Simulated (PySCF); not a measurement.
**Correlation energy of C⁺ (carbon, charge +1)**

[He] 2s2 3d1, 2D determinant (an excited configuration). All numbers are calculated (PySCF 2.14, scalar relativity by spin-free X2C-1e, in aug-cc-pCVTZ-DK with one added diffuse shell each of s, p, d, f type (8s7p5d3f, 75 functions)). Frozen: 1s2; 3 electrons correlated.

```
  level  correlation energy (mhartree)
   CCSD                         -76.34
    (T)                          -0.85
CCSD(T)                         -77.19
```

Diagnostics: T1 = 0.0095, D1 = 0.0162, largest double amplitude 0.155.

The outer electron is Rydberg-like, and this basis confines it to a smaller radius and binds it less than a complete one would. A double-excitation amplitude exceeds 0.15, a sign of near-degeneracy.

Cost of the coupled-cluster step: of the order of 9 core-seconds, for 3 correlated electrons.

Iterations:

```
CC2 = 0
CCSD nocc = (np.int64(2), np.int64(1)), nmo = (74, 74)
frozen orbitals [[0], [0]]
max_cycle = 100
direct = 0
conv_tol = 1e-08
conv_tol_normt = 1e-06
diis_space = 8
diis_start_cycle = 0
Init t2, MP2 energy = -0.0524960341417501
Init E_corr(UCCSD) = -0.0524960341479289
cycle = 1  E_corr(UCCSD) = -0.0717518695324746  dE = -0.0192558354  norm(t1,t2) = 0.146295
cycle = 2  E_corr(UCCSD) = -0.0852514730560804  dE = -0.0134996035  norm(t1,t2) = 0.210026
cycle = 3  E_corr(UCCSD) = -0.0628109790539488  dE = 0.022440494  norm(t1,t2) = 0.326984
cycle = 4  E_corr(UCCSD) = -0.0771409576070657  dE = -0.0143299786  norm(t1,t2) = 0.0351294
cycle = 5  E_corr(UCCSD) = -0.0761394705182598  dE = 0.00100148709  norm(t1,t2) = 0.0300698
cycle = 6  E_corr(UCCSD) = -0.0762521781082294  dE = -0.00011270759  norm(t1,t2) = 0.00303605
cycle = 7  E_corr(UCCSD) = -0.076438355015871  dE = -0.000186176908  norm(t1,t2) = 0.00227993
cycle = 8  E_corr(UCCSD) = -0.0763546627850048  dE = 8.36922309e-05  norm(t1,t2) = 0.00270943
cycle = 9  E_corr(UCCSD) = -0.0763405096468667  dE = 1.41531381e-05  norm(t1,t2) = 0.000263478
cycle = 10  E_corr(UCCSD) = -0.0763441771776614  dE = -3.66753079e-06  norm(t1,t2) = 0.000174873
cycle = 11  E_corr(UCCSD) = -0.0763444040942486  dE = -2.26916587e-07  norm(t1,t2) = 1.7192e-05
cycle = 12  E_corr(UCCSD) = -0.0763445836897207  dE = -1.79595472e-07  norm(t1,t2) = 3.10432e-05
cycle = 13  E_corr(UCCSD) = -0.0763446381964669  dE = -5.45067462e-08  norm(t1,t2) = 1.08306e-05
cycle = 14  E_corr(UCCSD) = -0.0763446342603613  dE = 3.93610554e-09  norm(t1,t2) = 3.32773e-06
cycle = 15  E_corr(UCCSD) = -0.0763446302589399  dE = 4.00142147e-09  norm(t1,t2) = 1.70229e-06
cycle = 16  E_corr(UCCSD) = -0.0763446062879045  dE = 2.39710354e-08  norm(t1,t2) = 9.60447e-07
cycle = 17  E_corr(UCCSD) = -0.0763446070875238  dE = -7.99619343e-10  norm(t1,t2) = 3.35908e-07
UCCSD converged
E(UCCSD) = -36.72696911718894  E_corr = -0.07634460708752382
UCCSD(T) correction = -0.000849338877977224
```
